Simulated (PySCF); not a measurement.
Correlation energy of B⁺ (boron, charge +1)

[He] 2s1 2p1, high-spin 3P determinant (an excited configuration). Computed with PySCF 2.14 in aug-cc-pCVTZ-DK with one added diffuse shell each of s, p, d, f type (8s7p5d3f, 75 functions), with the spin-free X2C one-electron Hamiltonian (Gaussian nucleus). Frozen: 1s2; 2 electrons correlated.

With two correlated electrons CCSD is exact within the correlated space (frozen core and kept virtual orbitals).

```csv
level,correlation energy (mhartree)
CCSD,-4.99
```

Diagnostics: T1 = 0.0020, D1 = 0.0034, largest double amplitude 0.027.

Cost of the coupled-cluster step: about 4 core-seconds, for 2 correlated electrons.

Iterations:

```
CC2 = 0
CCSD nocc = (np.int64(2), np.int64(0)), nmo = (74, 74)
frozen orbitals [[0], [0]]
max_cycle = 100
direct = 0
conv_tol = 1e-08
conv_tol_normt = 1e-06
diis_space = 8
diis_start_cycle = 0
Init t2, MP2 energy = -0.0032203191502079
Init E_corr(UCCSD) = -0.0032203191515499
cycle = 1  E_corr(UCCSD) = -0.0042721787020606  dE = -0.00105185955  norm(t1,t2) = 0.0140866
cycle = 2  E_corr(UCCSD) = -0.00467596222942  dE = -0.000403783527  norm(t1,t2) = 0.00638453
cycle = 3  E_corr(UCCSD) = -0.00499566482174154  dE = -0.000319702592  norm(t1,t2) = 0.00308439
cycle = 4  E_corr(UCCSD) = -0.00498999187560389  dE = 5.67294614e-06  norm(t1,t2) = 0.000337953
cycle = 5  E_corr(UCCSD) = -0.00499047673578247  dE = -4.84860179e-07  norm(t1,t2) = 4.21555e-05
cycle = 6  E_corr(UCCSD) = -0.00499037826196201  dE = 9.84738205e-08  norm(t1,t2) = 6.20541e-06
cycle = 7  E_corr(UCCSD) = -0.00499041166360577  dE = -3.34016438e-08  norm(t1,t2) = 7.51733e-07
cycle = 8  E_corr(UCCSD) = -0.00499039905960135  dE = 1.26040044e-08  norm(t1,t2) = 1.2774e-07
cycle = 9  E_corr(UCCSD) = -0.00499040054478651  dE = -1.48518516e-09  norm(t1,t2) = 2.74181e-08
UCCSD converged
E(UCCSD) = -24.13283843322255  E_corr = -0.004990400544786509
```
